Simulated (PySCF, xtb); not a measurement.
CH₇BO₂Si. Atoms are numbered in the order given.

```xyz
12

Si     0.7735    -0.3736    -0.7476
C      2.2593    -0.0323     0.3594
B     -0.9726     0.1442     0.1680
O     -0.8890     1.0075     1.2179
O     -2.2198    -0.2942    -0.1918
H      0.7354    -1.8227    -1.1487
H      0.9089     0.3932    -2.0333
H      2.2644     1.0276     0.6589
H      3.2112    -0.2561    -0.1462
H      2.2053    -0.6369     1.2783
H     -1.7665     1.2047     1.5823
H     -2.2094    -0.9140    -0.9303
```

The structure is a stationary point at r2SCAN-D4/def2-SVP. One conformer was computed; it need not be the lowest.

Computed with IEF-PCM-PBE0/def2-SVP (PySCF).

The values are the electrostatic part of the solvation free energy, E(continuum) − E(gas) at the gas-phase geometry, in a cavity of scaled van der Waals radii (PySCF's table); cavitation and dispersion terms are not included. In vacuum the orbital gap is 8.10 eV. The dipole moment in vacuum is 1.10 D.

**Question.** Estimate the values in water (ε = 78.36), acetone (ε = 20.49), diethylether (ε = 4.24). (Estimate from the structure and the level; the computed values follow.)

**Answer.** 
```
solvent           ε  ΔG(elec) (kcal/mol)  dipole (D)  gap (eV)
------------  -----  -------------------  ----------  --------
water         78.36                 -6.0        1.41      8.10
acetone       20.49                 -5.6        1.39      8.10
diethylether   4.24                 -4.0        1.29      8.10
```

For comparison, GFN2-xTB/ALPB(water) (xtb, at the GFN2-xTB geometry, all terms of that model) gives -7.4 kcal/mol.
